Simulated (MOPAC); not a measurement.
MOPAC input (PM7):

```
PM7 FORCE THERMO(298,298) PRECISE LET UHF MS=0.5 GEO-OK AUX(PRECISION=9) THREADS=1
C4H9O

C    -1.48641478 1   -0.87224115 1   -0.27459845 1
C    -0.42826386 1    0.15089430 1    0.16558982 1
C    -0.64105070 1    1.49055477 1   -0.55581400 1
C     0.92118397 1   -0.36831509 1   -0.14068246 1
O     1.69691377 1   -0.50947509 1    0.94545103 1
H    -2.49580603 1   -0.52140325 1   -0.03671598 1
H    -1.33850142 1   -1.83214984 1    0.23331498 1
H    -1.44377719 1   -1.05717815 1   -1.35278257 1
H    -0.52340524 1    0.31667896 1    1.27180678 1
H    -0.57077159 1    1.37835618 1   -1.64254018 1
H     0.11202904 1    2.22510406 1   -0.24821900 1
H    -1.62688510 1    1.90821213 1   -0.32729164 1
H     1.28448485 1   -0.61796255 1   -1.10567600 1
H     2.59115462 1   -0.85701465 1    0.71362030 1
```

Output:

```
 *******************************************************************************
 **                                                                           **
 **                              MOPAC v23.2.5                                **
 **                                                                           **
 *******************************************************************************
 ** MOPAC's Digital Object Identifier: https://doi.org/10.5281/zenodo.6511958 **
 **                                                                           **
 ** Please cite the open-source release paper for use of this MOPAC version:  **
 ** J. E. Moussa and J. J. P. Stewart (2026)                                  **
 ** MOPAC: An open-source semiempirical molecular orbital program             **
 ** J. Open Source Softw., 11(119), 8025, https://doi.org/10.21105/joss.08025 **
 *******************************************************************************

                              PM7 CALCULATION RESULTS

 *******************************************************************************
 *  PM7        - The PM7 Hamiltonian to be used
 *  GEO-OK     - OVERRIDE INTERATOMIC DISTANCE AND OTHER SAFETY CHECKS
 *  UHF        - UNRESTRICTED HARTREE-FOCK CALCULATION
 *  MS=        - IN MECI, MAGNETIC COMPONENT OF SPIN =  0.5
 *  LET        - OVERRIDE SOME SAFETY CHECKS
 *  PRECISE    - TIGHTER CRITERIA TO BE USED
 *  FORCE      - FORCE CALCULATION SPECIFIED
 *  AUX        - OUTPUT AUXILIARY INFORMATION
 *  THERMO     - THERMODYNAMIC QUANTITIES TO BE CALCULATED
 *******************************************************************************
PM7 FORCE THERMO(298,298) PRECISE LET UHF MS=0.5 GEO-OK AUX(PRECISION=9) THREADS=1
 C4H9O

   ATOM   CHEMICAL          X               Y               Z
  NUMBER   SYMBOL      (ANGSTROMS)     (ANGSTROMS)     (ANGSTROMS)

     1       C         -1.48641478  *  -0.87224115  *  -0.27459845  *
     2       C         -0.42826386  *   0.15089430  *   0.16558982  *
     3       C         -0.64105070  *   1.49055477  *  -0.55581400  *
     4       C          0.92118397  *  -0.36831509  *  -0.14068246  *
     5       O          1.69691377  *  -0.50947509  *   0.94545103  *
     6       H         -2.49580603  *  -0.52140325  *  -0.03671598  *
     7       H         -1.33850142  *  -1.83214984  *   0.23331498  *
     8       H         -1.44377719  *  -1.05717815  *  -1.35278257  *
     9       H         -0.52340524  *   0.31667896  *   1.27180678  *
    10       H         -0.57077159  *   1.37835618  *  -1.64254018  *
    11       H          0.11202904  *   2.22510406  *  -0.24821900  *
    12       H         -1.62688510  *   1.90821213  *  -0.32729164  *
    13       H          1.28448485  *  -0.61796255  *  -1.10567600  *
    14       H          2.59115462  *  -0.85701465  *   0.71362030  *

          CARTESIAN COORDINATES

    NO.       ATOM           X           Y           Z

     1         C         -1.4864     -0.8722     -0.2746
     2         C         -0.4283      0.1509      0.1656
     3         C         -0.6411      1.4906     -0.5558
     4         C          0.9212     -0.3683     -0.1407
     5         O          1.6969     -0.5095      0.9455
     6         H         -2.4958     -0.5214     -0.0367
     7         H         -1.3385     -1.8321      0.2333
     8         H         -1.4438     -1.0572     -1.3528
     9         H         -0.5234      0.3167      1.2718
[...]
 TRAVEL (Ang.)       0.2253         C  3 -- H 10          +7.0% ( 26.8%)     99.9%
 REDUCED MASS        0.4908         C  4 -- H 13          +3.6% ( 19.2%)     99.3%
 EFFECTIVE MASS      1.3678
 FORCE CONSTANT      2.1168

 VIBRATION         33   19A'          ATOM PAIR      ENERGY CONTRIBUTION    RADIAL
 FREQUENCY          2758.65         C  4 -- H 13         +87.6% ( 94.5%)    100.0%
 TRANSITION DIPOLE   0.5276         O  5 -- H 14          +6.6% ( 26.0%)     99.0%
 TRAVEL (Ang.)       0.1808         C  2 -- H  9          +3.3% ( 18.3%)     99.1%
 REDUCED MASS        0.7475         C  4 -- O  5          +0.9% (  9.8%)     15.8%
 EFFECTIVE MASS      1.3935
 FORCE CONSTANT      3.3516

 VIBRATION         34   15A"          ATOM PAIR      ENERGY CONTRIBUTION    RADIAL
 FREQUENCY          2781.57         C  3 -- H 11         +16.9% ( 39.5%)     95.6%
 TRANSITION DIPOLE   0.4492         C  1 -- H  7         +16.9% ( 39.5%)     95.8%
 TRAVEL (Ang.)       0.3854         C  3 -- H 10         +16.8% ( 39.3%)     96.0%
 REDUCED MASS        0.1632         C  1 -- H  8         +16.8% ( 39.3%)     96.0%
 EFFECTIVE MASS      1.1267         C  3 -- H 12         +16.2% ( 38.6%)     96.0%
 FORCE CONSTANT      0.7440         C  1 -- H  6         +16.2% ( 38.6%)     95.8%

 VIBRATION         35   20A'          ATOM PAIR      ENERGY CONTRIBUTION    RADIAL
 FREQUENCY          2783.06         C  1 -- H  8         +17.3% ( 39.9%)     95.9%
 TRANSITION DIPOLE   0.4306         C  3 -- H 10         +17.3% ( 39.9%)     95.9%
 TRAVEL (Ang.)       0.3902         C  1 -- H  6         +16.2% ( 38.7%)     95.5%
 REDUCED MASS        0.1591         C  3 -- H 12         +16.2% ( 38.7%)     95.7%
 EFFECTIVE MASS      1.1369         C  1 -- H  7         +15.6% ( 38.0%)     95.4%
 FORCE CONSTANT      0.7261         C  3 -- H 11         +15.6% ( 38.0%)     95.2%

 VIBRATION         36   21A'          ATOM PAIR      ENERGY CONTRIBUTION    RADIAL
 FREQUENCY          2811.05         O  5 -- H 14         +92.1% ( 95.8%)     98.9%
 TRANSITION DIPOLE   1.2030         C  4 -- H 13          +6.6% ( 25.7%)     96.7%
 TRAVEL (Ang.)       0.1719         C  4 -- O  5          +0.4% (  6.6%)     43.0%
 REDUCED MASS        0.8120         C  3 -- H 10          +0.1% (  3.6%)     93.0%
 EFFECTIVE MASS      1.3424
 FORCE CONSTANT      3.7805

      SYMMETRY NUMBER FOR POINT-GROUP Cs  =  1

          SYSTEM IS A GROUND STATE

 C4H9O

          MOLECULE IS NOT LINEAR

          THERE ARE 36 GENUINE VIBRATIONS IN THIS SYSTEM
          THIS THERMODYNAMICS CALCULATION IS LIMITED TO
          MOLECULES WHICH HAVE NO INTERNAL ROTATIONS

                    CALCULATED THERMODYNAMIC PROPERTIES
                                          *
   TEMP. (K)   PARTITION FUNCTION   H.O.F.    ENTHALPY  HEAT CAPACITY ENTROPY
                                   KCAL/MOL   CAL/MOLE    CAL/K/MOL  CAL/K/MOL

 298.00  VIB.     0.1947D+03                  2797.1599    18.3714    19.8620
         ROT.     0.1018D+06                   888.2803     2.9808    25.8946
         INT.     0.1982D+08                  3685.4402    21.3522    45.7566
         TRA.     0.6044D+27                  1480.4672     4.9680    38.7823
         TOT.                      -42.644    5165.9074    26.3202    84.5389

   *: NOTE: HEATS OF FORMATION ARE RELATIVE TO THE
            ELEMENTS IN THEIR STANDARD STATE AT 298K
              (=  Standard Enthalpy of Formation).

            Hvib:  Zero-point energy is not included.
                   frequencies of less than zero cm-1 are not included.
            Hrot = (3/2)RT
            Htra = (3/2)RT + pV = (5/2)RT

            Heat capacity is Cp, not Cv

          For more information, see: HTTP://OpenMOPAC.net/Manual/thermochemistry.html

           FORCE CONSTANT IN CARTESIAN COORDINATES (Millidynes/A)

    ATOM   CHEMICAL       X               Y               Z
   NUMBER   SYMBOL  FORCE CONSTANT  FORCE CONSTANT  FORCE CONSTANT

      1       C        6.615532        6.435499        6.396809
      2       C        7.050934        7.368635        7.680670
      3       C        6.444598        6.606515        6.396727
      4       C        3.932037        6.919741        8.609061
      5       O        2.841654        5.724185        4.541845
      6       H        1.262044        1.304223        2.871165
      7       H        1.258031        3.610126        0.571711
      8       H        1.290621        1.339373        2.826569
      9       H        1.172331        1.526505        3.131235
     10       H        0.927706        1.703141        2.825716
     11       H        4.110503        0.757663        0.571702
     12       H        0.923175        1.642302        2.871955
     13       H        0.457228        0.831034        3.914850
     14       H        0.837679        1.656431        2.867200

 **********************
 *                    *
 * JOB ENDED NORMALLY *
 *                    *
 **********************

 == MOPAC DONE ==
```
